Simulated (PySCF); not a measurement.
# TlS: energy against distance

Set-up: basis Tl def2-SVP with ECP60, S def2-SVP; scalar-relativistic core potentials; PySCF 2.14. Energies in eV from Tl + S in their ground configurations at the same level. State: ²Π (doublet), unpaired electrons π ↑.

All columns are PW91. A positive dipole means Tl(−)S(+).

```csv
R (Å),E (eV),μ (D),Mulliken charge on Tl (basis-dependent),HOMO (eV),LUMO (eV),Mayer bond order,⟨S²⟩
2.253,-2.383,-1.01,0.18,-5.21,-5.78,1.32,0.75
2.358,-2.829,-1.60,0.21,-5.29,-5.49,1.27,0.75
2.463,-3.080,-2.18,0.24,-5.31,-5.22,1.22,0.75
2.541,-3.173,-2.59,0.26,-5.28,-5.03,1.20,0.75
2.620,-3.205,-2.99,0.28,-5.11,-4.85,1.17,0.75
2.699,-3.191,-3.37,0.30,-4.95,-4.69,1.15,0.75
2.803,-3.120,-3.86,0.31,-4.76,-4.49,1.13,0.76
2.934,-2.974,-4.42,0.33,-4.54,-4.28,1.11,0.76
3.092,-2.755,-5.04,0.34,-4.32,-4.06,1.09,0.76
3.301,-2.434,-5.76,0.35,-4.09,-3.82,1.07,0.77
```

A fit through these points gives, at Re = 2.632 Å, μ = -3.05 D and dμ/dR = -4.94 D/Å; the reduced mass is 27.66 u.

Problem. How strong is the fundamental in the double-harmonic approximation, I = 42.26·(dμ/dR)²/μred km/mol?

Solution. I = 42.26·(-4.94)²/27.66 = 37.3 km/mol at PW91.

Spin–orbit coupling is left out, which matters for elements this heavy, above all for dissociation energies. The state is the lowest determinant that a PBE0 search found; another state may lie lower at other levels.

At some distances an empty level lies below a filled one, because the occupation is held.
